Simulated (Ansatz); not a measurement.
Harmonic frequencies (cm⁻¹) at PBE0-D4/def2-TZVP from Ansatz: 85, 107, 148, 213, 231, 263, 306, 345, 441, 556, 651, 685, 737, 777, 902, 935, 995, 1058, 1128, 1137, 1197, 1221, 1264, 1441, 1467, 1476, 1494, 1906, 1918, 2195, 2341, 2949, 2972, 3042, 3071, 3113.

Each molecule was computed in one conformer, which needn't be the lowest.

**Question.** Which molecule is it?
A. `CN(P)[CH2][AlH2]`
B. `[SiH3][PH][GaH][SiH3]`
C. `BBC(C)=O`
D. `O/C=C(/O)[CH2][AlH2]`

**Answer.** A.
